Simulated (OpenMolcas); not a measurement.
# Levels of Tc I by method

```
Program             : OpenMolcas
Basis               : ANO-RCC-VQZP [8s7p5d3f2g1h]
Scalar Hamiltonian  : DKH2, point nucleus
Active space        : 7 electrons in 11 orbitals (4d 5s 5d)
State averaging     : 2S+1 = 6 even, 6 roots; 2S+1 = 4 even, 35 roots kept (CI in the orbitals of an earlier block); 2S+1 = 2 even, 7 roots kept (CI in the orbitals of an earlier block, 0 in the spin-orbit step)
Spin-orbit coupling : state interaction with AMFI integrals over the reference wave functions, term energies averaged over their components
```

Methods on the same reference wave functions:
A. CASSCF
B. SS-CASPT2, IPEA 0.25 Eh, imaginary shift 0.1 Eh (closed shells correlated: 4s 4p)

Energies in cm⁻¹ above 4d⁵ 5s² ⁶S_5/2, the measured ground level; measured values from NIST Handbook of Basic Atomic Spectroscopic Data.

| Level | A | B | Measured |
| --- | --- | --- | --- |
| 4d⁵ 5s² ⁶S_5/2 | 0.0 | 0.0 | 0.0 |
| 4d⁶ 5s ⁶D_9/2 | 486 | 3750 | 2573 |
| 4d⁶ 5s ⁶D_7/2 | 1152 | 4430 | 3251 |
| 4d⁶ 5s ⁶D_5/2 | 1624 | 4890 | 3701 |
| 4d⁶ 5s ⁶D_3/2 | 1938 | 5200 | 4003 |
| 4d⁶ 5s ⁶D_1/2 | 2119 | 5380 | 4179 |
| 4d⁶ 5s ⁴D_7/2 | 12180 | 10790 | 10517 |
| 4d⁶ 5s ⁴D_5/2 | 12657 | 11360 | 11063 |
| 4d⁶ 5s ⁴D_3/2 | 13217 | 11870 | 11579 |
| 4d⁶ 5s ⁴D_1/2 | 13589 | 12200 | 11891 |
| 4d⁶ 5s ⁴P_5/2 | 14511 | 15230 |  |
| 4d⁶ 5s ⁴P_3/2 | 15598 | 16380 |  |
| 4d⁶ 5s ⁴P_1/2 | 16259 | 17080 |  |
| 4d⁶ 5s ⁴F_9/2 | 16293 | 17220 |  |
| 4d⁶ 5s ⁴F_7/2 | 16657 | 17550 |  |
| 4d⁶ 5s ⁴F_5/2 | 16959 | 17880 |  |
| 4d⁶ 5s ⁴F_3/2 | 17181 | 18160 |  |
| 4d⁶ 5s ⁴H_13/2 | 17337 | 18280 |  |

Deviations, from unrounded energies. A percentage is the sum of absolute deviations over the sum of measured energies, with the sign that they share, or ± where signs differ.

| Against measurement | Levels | A | B |
| --- | --- | --- | --- |
| mean absolute deviation (cm-1) | 9 | 1900 | 790 |
| other configurations (%) | 9 | ±27.1 | +11.3 |

B lies closest to measurement on these levels. The largest miss of B in the table is 4d⁶ 5s ⁶D_1/2, by +1200 cm-1. The ranking rests on the paired levels alone, and a cruder setting can come out closer through cancelling errors.

The lowest spin-free term lies below A's lowest term by 0.490 hartree in B.

Term energies are means over components that CASPT2 splits; among the terms shown or strongly mixed into the levels shown the widest spread is 140 cm-1 (4d⁶ 5s ⁴F, B). Some high roots are left out of the spin-orbit mixing, which shifts the levels that they would mix with. Terms from blocks run as CI alone lack orbitals of their own. Active for correlation alone: 5d; no level in the range computed is led by a configuration that fills it, so any true level of that kind is missing. Without dynamic correlation excited terms often stand tens of per cent too high (terms of higher spin than the ground term too low), and those without a measured partner can miss by more than the paired ones (holds for A). Computed and measured levels are paired by configuration, term and J; levels that our copy of the source lacks, or whose pairing is in doubt (as where it misses far off the trend of its configuration), stay unpaired and out of the deviations. Only configurations of the active space appear. Levels that lie high or do not pair safely by name in every column are left out.
